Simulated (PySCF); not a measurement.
Working out the ionisation energy of Br+

Br+ [Ar] 3d10 4s2 4p4 (3P) → Br(2+) [Ar] 3d10 4s2 4p3 (4S). Computed with PySCF 2.14 in cc-pVDZ-PP with ECP10MDF (4s3p2d, 23 functions), with a scalar-relativistic core potential. Frozen: 3s2 3p6 3d10. Energies in hartree (1 hartree = 27.21139 eV):

```json
{"part": "UHF", "Br+ (lower)": "-415.078635", "Br(2+) (upper)": "-414.337276"}
{"part": "CCSD correlation", "Br+ (lower)": "-0.087825", "Br(2+) (upper)": "-0.071979"}
{"part": "(T)", "Br+ (lower)": "-0.000807", "Br(2+) (upper)": "-0.000550"}
```

Problem. What does Hartree-Fock give?

Solution. (-414.337276) − (-415.078635) = 0.741359 hartree = 20.173 eV.

Problem. What do CCSD and CCSD(T) give?

Solution. The CCSD correlation energies differ by 0.015846 hartree = 0.431 eV and the triples by 0.000257 hartree = 0.007 eV, so CCSD gives 20.604 eV and CCSD(T) 20.611 eV.

Measured between the centres of the two terms (NIST): 21.409 eV, so CCSD(T) (valence) is off by -0.798 eV.

A double-zeta basis recovers only part of the correlation energy.

What remains against the reference includes basis incompleteness, the frozen core and higher excitations.
